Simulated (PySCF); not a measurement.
C₇H₁₁O₂ (charge -1).
SMILES with atom numbers: `[CH3:1][CH2:2][CH2:3]/[C:4]([O-:5])=[CH:6]\[C:7]([CH3:8])=[O:9]` (hydrogens: H10, H11, H12 on C1; H13, H14 on C2; H15, H16 on C3; H17 on C6; H18, H19, H20 on C8)
Bond orders are those of one Lewis drawing.

Computed by this run: PySCF, PBE0-D3(BJ)/def2-SVP geometry optimisation, gas phase; density fitting, grid level 1; the optimiser is geomeTRIC in internal coordinates, started from a GFN2-xTB structure with every atom displaced at random (about 0.01 Å).

Step 0: E = -11512.2607 eV
```
atom  x, y, z in Å  |  force x, y, z in eV/Å
C1     -3.2531    0.1947    0.1702   -0.775   0.661   0.179
C2     -2.0554   -0.6156   -0.2016    0.217   0.255  -0.336
C3     -0.9009    0.2490   -0.6756    1.180  -0.976   0.448
C4      0.2953   -0.6299   -1.1835   -3.186  -0.816  -1.527
O5     -0.0028   -1.5133   -2.0403    0.482   0.938   0.929
C6      1.5521   -0.4190   -0.6738    1.593  -0.110   0.240
C7      2.0186    0.4937    0.2803   -0.488   1.525   1.239
C8      3.5314    0.3732    0.5850   -1.386  -0.306   0.811
O9      1.3690    1.3781    0.9114    0.909  -0.948  -0.614
H10    -3.0274    0.9233    0.9677    0.036  -0.013   0.022
H11    -4.0978   -0.4191    0.5235   -0.050  -0.073   0.009
H12    -3.6179    0.7869   -0.6890   -0.016  -0.029   0.017
H13    -2.3293   -1.3056   -1.0057    0.146  -0.364  -0.113
H14    -1.7514   -1.1918    0.6778    0.238  -0.347   0.091
H15    -0.5194    0.8774    0.1356   -0.025   0.249   0.119
H16    -1.2116    0.8975   -1.4908   -0.225   0.274  -0.512
H17     2.3121   -1.0804   -1.0793    0.197  -0.307  -0.221
H18     4.0920    0.5066   -0.3126    0.794   0.100  -0.983
H19     3.7280   -0.6284    0.9982    0.174  -0.006  -0.044
H20     3.7828    1.1298    1.3235    0.188   0.294   0.247
```

Step 1: E = -11512.4474 eV
```
atom  x, y, z in Å  |  force x, y, z in eV/Å
C1     -3.3038    0.2418    0.1357    0.046  -0.030  -0.029
C2     -2.0864   -0.6095   -0.1969   -0.084   0.059   0.029
C3     -0.8822    0.2096   -0.6324   -0.030   0.087  -0.133
C4      0.2539   -0.6723   -1.1589    0.304   0.133   0.121
O5     -0.0173   -1.5128   -2.0302   -0.136  -0.047   0.004
C6      1.5726   -0.4615   -0.6500   -0.257  -0.043  -0.175
C7      2.0275    0.4398    0.3438   -0.019  -0.037   0.274
C8      3.5512    0.4204    0.5566    0.103   0.110  -0.163
O9      1.3750    1.2000    1.0861    0.046   0.002  -0.199
H10    -3.0758    0.9664    0.9337    0.005   0.021   0.038
H11    -4.1623   -0.3656    0.4675   -0.022  -0.016   0.010
H12    -3.6275    0.8246   -0.7429   -0.016   0.013  -0.018
H13    -2.3272   -1.3244   -1.0014    0.052  -0.030   0.013
H14    -1.8079   -1.2090    0.6894   -0.003  -0.034  -0.045
H15    -0.5111    0.8540    0.1783    0.025  -0.021   0.019
H16    -1.1837    0.8683   -1.4763    0.028  -0.103   0.095
H17     2.3285   -1.0975   -1.1228    0.032   0.015  -0.057
H18     4.1083    0.5945   -0.3866   -0.133  -0.014   0.174
H19     3.8741   -0.5603    0.9397    0.031  -0.042   0.051
H20     3.8082    1.2000    1.2886    0.030  -0.023  -0.009
```

Step 2: E = -11512.4466 eV
```
atom  x, y, z in Å  |  force x, y, z in eV/Å
C1     -3.2925    0.2336    0.1540    0.034  -0.009  -0.006
C2     -2.0733   -0.6053   -0.2003   -0.047   0.018  -0.019
C3     -0.8713    0.2218   -0.6299   -0.006   0.124   0.104
C4      0.2530   -0.6604   -1.1761   -0.166  -0.041   0.014
O5     -0.0786   -1.4941   -2.0341    0.208  -0.141  -0.098
C6      1.5800   -0.4830   -0.6874   -0.075   0.019  -0.042
C7      2.0261    0.4312    0.3021    0.059   0.171   0.021
C8      3.5396    0.4192    0.5858   -0.016  -0.130  -0.070
O9      1.3567    1.2437    0.9669    0.070   0.027   0.090
H10    -3.0648    0.9431    0.9671   -0.007   0.002   0.003
H11    -4.1468   -0.3856    0.4779   -0.003  -0.001   0.000
H12    -3.6247    0.8325   -0.7115   -0.003   0.001   0.002
H13    -2.3088   -1.3087   -1.0164    0.014  -0.008   0.010
H14    -1.7878   -1.2240    0.6697   -0.002  -0.022  -0.002
H15    -0.4887    0.8528    0.1863   -0.044   0.004  -0.034
H16    -1.1784    0.8866   -1.4614    0.013  -0.007   0.012
H17     2.3269   -1.1339   -1.1568   -0.003   0.015   0.011
H18     4.1312    0.5499   -0.3361   -0.024  -0.005   0.007
H19     3.8451   -0.5430    1.0306    0.018  -0.005   0.008
H20     3.7713    1.2304    1.2908   -0.021  -0.010  -0.012
```

Step 3: E = -11512.4566 eV
```
atom  x, y, z in Å  |  force x, y, z in eV/Å
C1     -3.3071    0.2247    0.1434    0.027  -0.006  -0.005
C2     -2.0801   -0.6065   -0.2012   -0.045   0.024  -0.004
C3     -0.8813    0.2276   -0.6263    0.029   0.080   0.082
C4      0.2518   -0.6500   -1.1636   -0.100  -0.031   0.038
O5     -0.0633   -1.4912   -2.0213    0.142  -0.083  -0.058
C6      1.5752   -0.4634   -0.6690   -0.057  -0.002  -0.057
C7      2.0383    0.4471    0.3171    0.017   0.145  -0.008
C8      3.5556    0.4081    0.5754   -0.011  -0.099  -0.019
O9      1.3897    1.2683    0.9916    0.009  -0.023   0.019
H10    -3.0893    0.9382    0.9559   -0.007  -0.001   0.002
H11    -4.1590   -0.3995    0.4640    0.000   0.001  -0.001
H12    -3.6384    0.8189   -0.7257   -0.003   0.000   0.004
H13    -2.3057   -1.3139   -1.0166    0.020  -0.004   0.008
H14    -1.7956   -1.2208    0.6723   -0.001  -0.020  -0.005
H15    -0.5076    0.8638    0.1898   -0.015   0.015  -0.011
H16    -1.1878    0.8876   -1.4615    0.010   0.002   0.012
H17     2.3202   -1.1163   -1.1386    0.001   0.005   0.004
H18     4.1333    0.5301   -0.3560   -0.019  -0.001  -0.001
H19     3.8522   -0.5601    1.0138    0.013   0.002   0.006
H20     3.8130    1.2140    1.2775   -0.010  -0.003  -0.004
```

Q: Estimate the geometry and energy of step 4. (The exact step hangs on the optimiser's Hessian estimate; all steps are aligned on step 3, rigid shifts and turns removed.)

A: E = -11512.4470 eV, largest force 0.415 eV/Å
```
atom  x, y, z in Å  |  force x, y, z in eV/Å
C1     -3.2954    0.2284    0.1534   -0.001  -0.013  -0.008
C2     -2.0731   -0.6055   -0.1982   -0.021   0.030  -0.020
C3     -0.8718    0.2246   -0.6255   -0.131  -0.185  -0.166
C4      0.2540   -0.6605   -1.1733    0.381  -0.040  -0.016
O5     -0.0041   -1.5187   -2.0349   -0.374   0.141   0.110
C6      1.5700   -0.4502   -0.6750   -0.093   0.162   0.064
C7      2.0142    0.4737    0.3074    0.110  -0.215  -0.010
C8      3.5282    0.4001    0.5721    0.029   0.093   0.065
O9      1.3624    1.2919    0.9820    0.090   0.037  -0.007
H10    -3.0744    0.9372    0.9690    0.004  -0.002   0.004
H11    -4.1486   -0.3945    0.4727   -0.006   0.001   0.003
H12    -3.6272    0.8279   -0.7118   -0.001   0.001   0.001
H13    -2.3018   -1.3085   -1.0162   -0.009  -0.028  -0.001
H14    -1.7884   -1.2263    0.6709    0.000  -0.008  -0.011
H15    -0.4911    0.8587    0.1891    0.031  -0.036  -0.035
H16    -1.1786    0.8891   -1.4567   -0.012   0.009  -0.003
H17     2.3266   -1.0986   -1.1318   -0.006   0.019   0.002
H18     4.1097    0.5109   -0.3583   -0.011   0.007   0.012
H19     3.8046   -0.5736    1.0112   -0.017   0.013   0.005
H20     3.7988    1.2006    1.2751    0.037   0.012   0.011
```

The energy changes by +0.0095 eV. The first-order estimate −F·Δx gives -0.0156 eV and the mean of the old and new forces, exact on a quadratic surface, +0.0100 eV. The step makes an angle of 66° with the force vector and moves no atom by more than 0.067 Å. The energy falls at the start of this step and ends higher, so the step passed the lowest point of its straight line.

The cost below is that of the whole optimisation. The run took 4.6 min on one thread, Arm Neoverse V1 (aarch64), on a shared host, and the process peaked at 0.85 GiB of memory.
